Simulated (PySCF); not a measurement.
Geometry:
| atom | x (Å) | y (Å) | z (Å) |
| --- | --- | --- | --- |
| C1 | 2.191 | 1.072 | -0.037 |
| S2 | 2.135 | -0.369 | -1.107 |
| C3 | 0.886 | -1.355 | -0.231 |
| C4 | -0.416 | -0.678 | -0.054 |
| C5 | -1.445 | -0.379 | -0.887 |
| C6 | -2.405 | 0.330 | -0.108 |
| C7 | -1.888 | 0.412 | 1.140 |
| O8 | -0.680 | -0.193 | 1.188 |
| H9 | 2.939 | 1.745 | -0.456 |
| H10 | 1.227 | 1.582 | -0.018 |
| H11 | 2.487 | 0.800 | 0.977 |
| H12 | 0.773 | -2.257 | -0.835 |
| H13 | 1.276 | -1.651 | 0.745 |
| H14 | -1.503 | -0.628 | -1.935 |
| H15 | -3.355 | 0.721 | -0.435 |
| H16 | -2.240 | 0.843 | 2.062 |

Geometry: PBE0-D3(BJ)/def2-TZVP; GIAO shifts from PySCF, gas phase, non-relativistic, averaged over equivalent atoms.

At PBE0/pcSseg-2 (407 basis functions, 4.6 min wall time (6.9 min CPU) on 2 threads of an Intel Xeon, shared host):
```json
{"atoms": "C4", "δ (ppm)": "166.4"}
{"atoms": "C7", "δ (ppm)": "149.2"}
{"atoms": "C6", "δ (ppm)": "120.9"}
{"atoms": "C5", "δ (ppm)": "116.2"}
{"atoms": "C3", "δ (ppm)": "35.5"}
{"atoms": "C1", "δ (ppm)": "18.5"}
{"atoms": "S2", "δ (ppm)": "25.1"}
{"atoms": "O8", "δ (ppm)": "316.7"}
{"atoms": "H16", "δ (ppm)": "7.42"}
{"atoms": "H15", "δ (ppm)": "6.72"}
{"atoms": "H14", "δ (ppm)": "6.61"}
{"atoms": "H12/H13", "δ (ppm)": "3.70"}
{"atoms": "H9/H10/H11", "δ (ppm)": "1.79"}
```

δ = σ(ref) − σ, references computed at the same level: 13C (σref 186.03) and 1H (σref 31.52) vs TMS; 33S (σref 512.98) vs CS2; H2O for 17O (σref 329.54).

Q: Predict the values at KT3/pcSseg-2 on the same geometry.

A: 
```csv
atoms,δ at KT3/pcSseg-2,change
C4,154.8,-11.6
C7,138.0,-11.2
C6,110.4,-10.5
C5,106.1,-10.1
C3,36.9,+1.4
C1,20.1,+1.6
S2,54.7,+29.6
O8,305.1,-11.6
H16,7.40,-0.02
H15,6.56,-0.16
H14,6.46,-0.15
H12/H13,3.87,+0.17
H9/H10/H11,1.89,+0.10
```

Shifts are taken against calculated references (same method and geometry level): 13C (σ = 183.24 ppm), 1H (σ = 31.63 ppm) vs TMS; CS2 for 33S (σ = 535.12 ppm); H2O for 17O (σ = 325.30 ppm).

The largest change is at S2 (sulfide sulfur). Cost: 407 basis functions, 4.9 min wall time (7.1 min CPU) on 2 threads of an Intel Xeon, shared host. The order of the carbon signals is the same at both levels.

Unscaled 17O shifts of doubly bonded oxygen tend to come out too high, by tens of ppm or more. Experimental scales use liquid or dissolved standards, which lie at an offset from isolated H2O (liquid H2O: subtract about 36 ppm).
